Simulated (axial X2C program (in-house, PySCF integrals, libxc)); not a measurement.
# Density and ELF of CuB

All values were computed with an axial X2C code built on PySCF integrals. Two-component (2c) means X2C with spin–orbit coupling and atomic mean-field two-electron Coulomb and Gaunt terms. Basis: Cu dyall-cv3z [9s9p6d3f2g], B dyall-v3z [7s6p2d1f] (cores contracted in-house); Gaussian nuclei, density fitting, unrestricted open shells. Masses: Cu 62.930 u, B 11.009 u.

PBE0, two-component, state Ω = 0 (closed shell); Cu at z = 0, B at z = 1.916 Å.

The maps cover the half plane through the axis: z from -2.4 to 4.2 Å along the bond, ρ from 0.15 to 2.25 Å away from it.

log10 of the density in e/bohr³:

```
 ρ\z  -2.4  -1.8  -1.2  -0.6   0.0   0.6   1.2   1.8   2.4   3.0   3.6   4.2
0.15  -3.4  -2.7  -1.9  -0.4   1.4  -0.3  -0.9   0.4  -0.9  -1.4  -2.2  -3.0
0.45  -3.4  -2.7  -1.9  -0.8   0.3  -0.7  -1.1  -1.1  -1.1  -1.6  -2.3  -3.1
0.75  -3.5  -2.8  -2.1  -1.3  -0.7  -1.2  -1.4  -1.4  -1.4  -1.8  -2.5  -3.2
1.05  -3.6  -3.0  -2.3  -1.7  -1.4  -1.6  -1.7  -1.7  -1.7  -2.1  -2.7  -3.3
1.35  -3.8  -3.2  -2.6  -2.1  -1.9  -2.0  -2.1  -2.1  -2.2  -2.4  -2.9  -3.5
1.65  -3.9  -3.4  -2.9  -2.5  -2.3  -2.4  -2.5  -2.6  -2.6  -2.8  -3.2  -3.8
1.95  -4.1  -3.6  -3.2  -2.8  -2.7  -2.8  -3.0  -3.1  -3.0  -3.2  -3.6  -4.0
2.25  -4.4  -3.9  -3.5  -3.2  -3.1  -3.2  -3.4  -3.5  -3.5  -3.6  -3.9  -4.3
```

Electron localisation function (collinear form, no current term, damped to 0 at low density):

```
 ρ\z  -2.4  -1.8  -1.2  -0.6   0.0   0.6   1.2   1.8   2.4   3.0   3.6   4.2
0.15  0.08  0.13  0.07  0.45  0.41  0.40  0.89  0.99  0.55  1.00  1.00  0.80
0.45  0.07  0.14  0.09  0.25  0.73  0.25  0.86  0.03  0.95  1.00  1.00  0.73
0.75  0.05  0.17  0.12  0.15  0.30  0.23  0.76  0.50  0.97  1.00  0.99  0.57
1.05  0.03  0.18  0.17  0.17  0.21  0.30  0.55  0.48  0.93  0.99  0.96  0.31
1.35  0.01  0.15  0.21  0.23  0.26  0.34  0.30  0.26  0.79  0.95  0.81  0.10
1.65  0.01  0.08  0.23  0.27  0.29  0.28  0.11  0.09  0.47  0.77  0.40  0.02
1.95  0.00  0.03  0.15  0.26  0.28  0.18  0.03  0.02  0.14  0.29  0.07  0.00
2.25  0.00  0.01  0.05  0.15  0.17  0.08  0.01  0.00  0.02  0.04  0.01  0.00
```

Occupations by symmetry block were frozen at the best pattern of an incomplete PBE0 search.
